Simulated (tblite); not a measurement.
Compound: C₄H₁₀Cl₂Si.
Z-matrix (Å and degrees, GFN2-xTB geometry), rows numbered from 1:
```
C 
C   1  1.5239
C   2  1.5279  1  111.57
Si  3  1.8931  2  112.98  1  -179.98
C   4  1.9288  3  107.70  2  -179.98
Cl  5  1.7746  4  109.82  3    60.29
Cl  5  1.7747  4  109.72  3   -60.35
H   1  1.0878  2  110.52  3    59.98
H   1  1.0874  2  110.63  3  -179.98
H   1  1.0878  2  110.50  3   -59.94
H   2  1.0916  1  109.43  3   121.28
H   2  1.0916  1  109.43  3  -121.28
H   3  1.0929  2  108.77  1   -57.76
H   3  1.0929  2  108.76  1    57.76
H   4  1.4648  3  113.08  2    63.94
H   4  1.4648  3  113.09  2   -63.78
H   5  1.0877  4  114.49  3  -179.98
```

Calculated harmonic vibrations of the isolated species, GFN2-xTB (tblite), most abundant isotopes, no scaling. Against measured fundamentals such values can be off by several per cent, at times by over 20. Modes of hydrogen on silicon can be 10 to 20 % off. One conformer, not necessarily the lowest.

Harmonic wavenumbers (cm⁻¹): 36.8, 46.1, 68.6, 99.5, 140.7, 171.1, 234.2, 253.9, 326.0, 342.4, 457.0, 558.5, 564.9, 687.7, 720.4, 730.3, 756.7, 767.2, 801.9, 839.7, 953.9, 1009.9, 1079.9, 1113.8, 1125.7, 1175.1, 1222.5, 1245.3, 1279.0, 1349.9, 1415.6, 1457.0, 1499.9, 1502.7, 1504.7, 2257.5, 2267.6, 2955.9, 2966.5, 2969.0, 2975.1, 2989.3, 3032.3, 3034.5, 3039.7.

A = 2039, B = 690.5, C = 636.6 MHz; mass 155.993 u (most abundant isotopes); point group Cs, symmetry number 1.

Task: Zero-point energy?

Result: Half the sum of the wavenumbers: 28013 cm⁻¹ = 335.11 kJ/mol.

Task: Entropy at 273.15 K, 1 bar (ideal gas, RRHO, classical rotation)?

Result: Translation 170.01, rotation 125.52, vibration 129.52: S = 425.1 J/(mol K).

Task: And Cp and H(273.15 K) − H(0)?

Result: Cp = 149.54 J/(mol K), of which vibrations give 116.28 (their classical limit is 45 R = 374.2); H(273.15 K) − H(0) = 26.47 kJ/mol without the zero-point energy, 17.39 from vibrations.

Task: Blend soft modes into free rotors: weight 1/[1 + (100 cm⁻¹/ν̃)⁴] for the oscillator and the rest for a rotor with moment μB/(μ + B), μ = h/(8π²ν), B = 10⁻⁴⁴ kg m². What vibrational entropy results?

Result: 114.14 J/(mol K) in place of 129.52, which changes −T·S at 273.15 K by +4.20 kJ/mol.

Task: How do the functions run with temperature in this model?

Result: 
```csv
T (K),S (J/(mol K)),Cp (J/(mol K)),H − H(0) (kJ/mol),G − H(0) (kJ/mol),ln q(vib)
50,260.9,63.3,2.35,-10.69,0.97
100,312.1,85.9,6.11,-25.10,2.66
298.15,438.6,158.8,30.33,-100.43,8.62
373.15,477.1,185.2,43.24,-134.78,10.65
500,536.8,223.3,69.25,-199.15,13.94
750,638.2,276.7,132.25,-346.44,19.97
1000,723.0,312.0,206.12,-516.89,25.43
```

q(vib) and H(0) count from the zero-point level.

Task: What must be added to the electronic energy to get the Gibbs energy at 273.15 K and 1 bar?

Result: ZPE + [H(273.15 K) − H(0)] − T·S = 335.11 + 26.47 − 116.11 = 245.47 kJ/mol.

Hindered rotation and anharmonicity are outside this model. Other conformers, if any are populated, would add a mixing term that is left out.
